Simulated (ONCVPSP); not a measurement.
# Ar ONCV: all-electron and pseudo phase curves

argon, optimised norm-conserving Vanderbilt (ONCV), made with ONCVPSP 4.0.1 (PBE, non-relativistic). Core [Ne], reference 3s2 3p6. Waves: 3s: rc 1.05 bohr, ncon 4, nbas 7, qcut 8 1/bohr, 1 projector; 3p: rc 1.35 bohr, ncon 4, nbas 8, qcut 6.7 1/bohr, 2 projectors, debl 1.2 Ha; d scattering state at 0.29 Ha: rc 1.35 bohr, ncon 4, nbas 8, qcut 8.2 1/bohr, 3 projectors, debl 2.4 Ha. Local part: polynomial inside 0.90 bohr (lpopt 5, dvloc0 3 Ha). Core correction: none.

The phase is arctan(r·R′/R) of the radial function R(r), unwrapped; energies in Ha, scanned from -2 to 5 Ha. A pole is an energy at which the radial function vanishes at the test radius. The pseudo phase is shifted by a multiple of π to meet the all-electron one at the reference energy, and phase errors are pseudo minus all-electron; the curves can meet again beyond the range given. Levels narrower than the energy grid can be missing from the lists of poles.

**Question.** For each channel, where are the poles, and over which energies does the pseudopotential scatter like the atom?

**Answer.**

| channel | radius (bohr) | reference energy (Ha) | poles, all-electron | poles, pseudo | unbroken range about the reference energy with phases within 0.05 rad | phase error 1 Ha above the reference energy (rad) |
| --- | --- | --- | --- | --- | --- | --- |
| s | 1.06 | -0.88 | none | 3.55 | below 1.7 | -0.011 |
| p | 1.37 | -0.38 | 2.71 | 2.70 | the whole range | -0.000 |
| d | 1.37 | 0.29 | 3.01 | 3.01 | the whole range | +0.000 |

Phases in the s channel:

| E (Ha) | all-electron | pseudo |
| --- | --- | --- |
| -1.98 | 0.128 | 0.111 |
| -1.62 | -0.085 | -0.093 |
| -1.26 | -0.301 | -0.304 |
| -0.90 | -0.503 | -0.503 |
| -0.54 | -0.678 | -0.680 |
| -0.18 | -0.823 | -0.829 |
| 0.18 | -0.941 | -0.954 |
| 0.54 | -1.037 | -1.056 |
| 0.90 | -1.114 | -1.142 |
| 1.26 | -1.178 | -1.215 |
| 1.62 | -1.232 | -1.278 |
| 1.98 | -1.277 | -1.334 |
| 2.34 | -1.315 | -1.387 |
| 2.70 | -1.349 | -1.438 |
| 3.06 | -1.378 | -1.490 |
| 3.42 | -1.404 | -1.548 |
| 3.78 | -1.427 | -1.620 |
| 4.14 | -1.448 | -1.723 |
| 4.50 | -1.467 | -1.906 |
| 4.86 | -1.485 | -2.348 |
